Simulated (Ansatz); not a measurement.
NaS-, closed-shell singlet (lowest of 2S+1 = 1, 3, 5 at CCSD(T)/def2-TZVPP on PBE0 minima; our sources give no spin for the ground state, which may be another), most abundant isotopes (22.9898 and 31.9721 u). Constants from fifth-degree fits in 1/R to seven points on the lowest solution found; no spin–orbit coupling, no relativity up to Kr; ω_e x_e and α_e move by some per cent with the fit.

Correlated levels freeze the inner cores; with def2 sets outer-core shells near the valence are correlated too.

The values were computed with Ansatz (a quantum-chemistry and plane-wave program). 

| level | r_e (Å) | ω_e (cm⁻¹) | ω_e x_e (cm⁻¹) | α_e (cm⁻¹) |
|---|---|---|---|---|
| PBE/def2-TZVPP | 2.4132 | 348.5 | 1.87 | 0.00164 |
| CCSD(T)/def2-QZVPP | 2.4205 | 347.7 | 2.64 | 0.00185 |

Task: Derive the rotational constants, the centrifugal constant, the fundamental, the zero-point energy and the force constant.

Result: 
μ = 13.37347 u.
- PBE/def2-TZVPP: B_e = 16.8576/(μ r_e²) = 0.21646 cm⁻¹; B₀ = B_e − α_e/2 = 0.21564 cm⁻¹; D = 4B_e³/ω_e² = 3.34e-07 cm⁻¹; fundamental ω_e − 2ω_e x_e = 345 cm⁻¹; zero-point energy ω_e/2 − ω_e x_e/4 = 174 cm⁻¹; k = μ(2πcω_e)² = 95.7 N/m; the line J = 1 ← 0 at 2B₀ = 12.93 GHz
- CCSD(T)/def2-QZVPP: B_e = 16.8576/(μ r_e²) = 0.21514 cm⁻¹; B₀ = B_e − α_e/2 = 0.21422 cm⁻¹; D = 4B_e³/ω_e² = 3.30e-07 cm⁻¹; fundamental ω_e − 2ω_e x_e = 342 cm⁻¹; zero-point energy ω_e/2 − ω_e x_e/4 = 173 cm⁻¹; k = μ(2πcω_e)² = 95.2 N/m; the line J = 1 ← 0 at 2B₀ = 12.84 GHz

Doubts at one or more of the structures used: a restricted determinant that unrestricted orbitals would lower (CCSD(T)/def2-QZVPP).
